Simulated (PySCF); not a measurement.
Species: C11H20AlP.
SMILES: `C[P+](C)([Al-]([CH3])([CH3])[CH3])c1ccccc1`

Torsions of this conformer, `[CH3:1][Al-:2]([CH3:3])([CH3:4])[P+:5]([CH3:6])([CH3:7])[c:8]1[cH:9][cH:10][cH:11][cH:12][cH:13]1`: C1–Al2–P5–C6 -59°, Al2–P5–C8–C9 54°.

The closed-shell ground state was solved at several levels (PySCF, density fitting, gas phase, non-relativistic). One conformer (not necessarily the lowest) at the PBE0-D3(BJ)/def2-SVP geometry, without solvent, vibrations or thermal averaging.

```csv
level,basis functions,HOMO (eV),LUMO (eV),gap (eV),dipole (D)
PBE/pcSseg-1,335,-5.48,-1.89,3.59,5.12
PBE0/pcSseg-1,335,-6.73,-1.05,5.68,5.31
```

**Question.** What might PBE0/def2-SVPD (428 basis functions) give for the same quantities?

**Answer.** HOMO -6.74 eV, LUMO -1.06 eV, gap 5.68 eV, dipole 5.28 D.

**Question.** How far do the dipole and the HOMO energy spread over the levels?

**Answer.** The dipole runs from 5.12 to 5.31 D (mean 5.24 D) and the HOMO from -6.74 to -5.48 eV.
